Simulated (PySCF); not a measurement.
Species: C₅H₁₁OP.
Numbering: `[CH3:1][CH2:2][C@@H:3]1[CH2:4][CH2:5][P@@H:6]1=[O:7]`

NICS = −σ at a ghost point: NICS(0) at the centroid of the ring atoms, NICS(1) 1 Å to either side along the normal of their mean plane, zz for the tensor component along that normal. Level: GIAO PBE0/pcSseg-1 (PySCF, non-relativistic, gas phase) on the GFN2-xTB geometry, one conformer.

Ring bond lengths (Å), with Mayer bond orders in brackets: C3–C4 1.546 (0.98), C4–C5 1.542 (0.99), C5–P6 1.844 (0.90), P6–C3 1.860 (0.87).

Question: Give the NICS values of each ring in ppm.

Answer: 
| ring | type | NICS(0) | NICS(1), two faces | NICS(1)zz, two faces | rms pucker (Å) | centre to ring atoms, mean (Å) |
| --- | --- | --- | --- | --- | --- | --- |
| C3–C4–C5–P6 | 4-membered ring with P; formal bonds all single | -3.6 | -1.1 / -3.7 | 3.6 / -2.1 | 0.12 | 1.19 |

Question: What do they say, and how far can they be read as aromaticity?

Answer: 
- C3–C4–C5–P6: mean NICS(1)zz 0.8 ppm, near zero. C3, C4, C5, P6 have four or more neighbours, so the value isn't read as a sign of a π ring current. The two faces differ by 5.7 ppm, so no symmetry operation interchanges them.

Question: At the first NICS(1) probe listed for ring C3–C4–C5–P6, 1 Å off the ring, how large is the induced field along the normal in 7.05 T applied along it?

Answer: NICSzz × B0 = 3.6 ppm × 7.05 T = 25 μT, along the applied field.

Question: How shielded are the nuclei of the rings and their hydrogens (means over atoms taken as equivalent)?

Answer: 
```json
{"atoms": "C3", "environment": "sp3 carbon bound to phosphorus", "σ isotropic (ppm)": "131.0", "principal values of the symmetric part, first atom (ppm)": "97.7, 140.7, 154.7"}
{"atoms": "C4", "environment": "four-membered-ring carbon", "σ isotropic (ppm)": "169.8", "principal values of the symmetric part, first atom (ppm)": "152.3, 170.8, 186.2"}
{"atoms": "C5", "environment": "sp3 carbon bound to phosphorus", "σ isotropic (ppm)": "149.9", "principal values of the symmetric part, first atom (ppm)": "112.0, 151.5, 186.2"}
{"atoms": "P6", "environment": "phosphoryl phosphorus", "σ isotropic (ppm)": "325.3", "principal values of the symmetric part, first atom (ppm)": "206.5, 259.2, 510.2"}
{"atoms": "H on C3", "environment": "methine hydrogen", "σ isotropic (ppm)": "29.30", "principal values of the symmetric part, first atom (ppm)": "25.2, 29.5, 33.2"}
{"atoms": "H on C4", "environment": "methylene hydrogen", "σ isotropic (ppm)": "30.27", "principal values of the symmetric part, first atom (ppm)": "26.5, 28.0, 36.3"}
{"atoms": "H on C4", "environment": "methylene hydrogen", "σ isotropic (ppm)": "30.08", "principal values of the symmetric part, first atom (ppm)": "26.1, 27.6, 36.6"}
{"atoms": "H on C5", "environment": "methylene hydrogen", "σ isotropic (ppm)": "29.00", "principal values of the symmetric part, first atom (ppm)": "26.1, 27.3, 33.6"}
{"atoms": "H on C5", "environment": "methylene hydrogen", "σ isotropic (ppm)": "29.24", "principal values of the symmetric part, first atom (ppm)": "25.2, 26.8, 35.7"}
{"atoms": "H on P6", "environment": "P–H hydrogen", "σ isotropic (ppm)": "24.14", "principal values of the symmetric part, first atom (ppm)": "20.0, 22.4, 30.0"}
```

The values belong to the conformer `[CH3:1][CH2:2][C@@H:3]1[CH2:4][CH2:5][P@@H:6]1=[O:7]`: C1–C2–C3–C4 177°.
